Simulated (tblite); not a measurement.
Species: BF3H3P.
SMILES with atom numbers: `[BH3-:1][P+:2]([F:3])([F:4])[F:5]` (hydrogens: H6, H7, H8 on B1)

Calculated harmonic vibrations of the isolated species, GFN2-xTB (tblite), most abundant isotopes, no scaling. This tight-binding method is rough: wavenumbers can miss measured ones by several per cent, in bad cases by 10 to 20. Modes of hydrogen on boron can be 10 to 20 % off.

Harmonic wavenumbers (cm⁻¹): 98.2, 99.1, 142.5, 303.0, 303.2, 384.5, 550.1, 724.9, 725.3, 759.7, 760.3, 838.8, 1066.7, 1195.8, 1195.8, 2519.3, 2537.9, 2538.6.

A = 4715, B = 3556, C = 3555 MHz; mass 102.002 u (most abundant isotopes); point group C3v, symmetry number 3.

Question: What is the zero-point energy?

Answer: Half the sum of the wavenumbers: 8372 cm⁻¹ = 23.94 kcal/mol.

Question: Give the ideal-gas entropy at 200 K and 1 bar in the rigid-rotor, harmonic-oscillator model (classical rotation).

Answer: Translation 37.82, rotation 22.72, vibration 10.00: S = 70.5 cal/(mol K).

Question: And Cp and H(200 K) − H(0)?

Answer: Cp = 19.39 cal/(mol K), of which vibrations give 11.44 (their classical limit is 18 R = 35.8); H(200 K) − H(0) = 2.74 kcal/mol without the zero-point energy, 1.15 from vibrations.

Question: What must be added to the electronic energy to get the Gibbs energy at 200 K and 1 bar?

Answer: ZPE + [H(200 K) − H(0)] − T·S = 23.94 + 2.74 − 14.11 = 12.57 kcal/mol.

Question: How do the functions run with temperature in this model?

Answer: 
```csv
T (K),S (cal/(mol K)),Cp (cal/(mol K)),H − H(0) (kcal/mol),G − H(0) (kcal/mol),ln q(vib)
100,59.1,14.0,1.06,-4.85,0.72
300,79.3,24.1,4.92,-18.88,3.58
500,93.3,30.5,10.45,-36.21,6.31
800,108.9,35.6,20.45,-66.66,9.92
1000,117.1,37.6,27.78,-89.28,12.03
```

q(vib) and H(0) count from the zero-point level.

Question: Blend soft modes into free rotors: weight 1/[1 + (100 cm⁻¹/ν̃)⁴] for the oscillator and the rest for a rotor with moment μB/(μ + B), μ = h/(8π²ν), B = 10⁻⁴⁴ kg m². What vibrational entropy results?

Answer: 9.79 cal/(mol K) in place of 10.00, which changes −T·S at 200 K by +0.04 kcal/mol.

Question: Which modes carry the vibrational entropy at 200 K?

Answer: 98.2 cm⁻¹: 2.72; 99.1 cm⁻¹: 2.70; 142.5 cm⁻¹: 2.02; 303.0 cm⁻¹: 0.79; 303.2 cm⁻¹: 0.79; 384.5 cm⁻¹: 0.50 cal/(mol K); the other 12 give 0.48 together.

Hindered rotation and anharmonicity are outside this model.
